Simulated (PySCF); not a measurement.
**How methods differ on the excitation energy of B+**

B+ [He] 2s2 (1S) → B+ [He] 2s1 2p1 (3P), as a difference of total energies. Calculation: PySCF 2.14, in aug-cc-pCVTZ-DK (7s6p4d2f, 59 functions); scalar relativity by spin-free X2C-1e. Correlated levels: valence: 1s2 frozen. The calculations carry no spin-orbit coupling.

```json
{"method": "UHF", "excitation energy (cm⁻¹)": "25429"}
{"method": "MP2 (valence)", "excitation energy (cm⁻¹)": "32793"}
{"method": "SCS-MP2 (valence)", "excitation energy (cm⁻¹)": "34878"}
{"method": "CCSD (valence)", "excitation energy (cm⁻¹)": "37566"}
```

Errors of the correlated levels include the incompleteness of this basis and the frozen core.

With two correlated electrons CCSD is exact in that space.

For comparison: 37350 cm⁻¹ (measured; NIST levels, between the centres of gravity of the two terms).
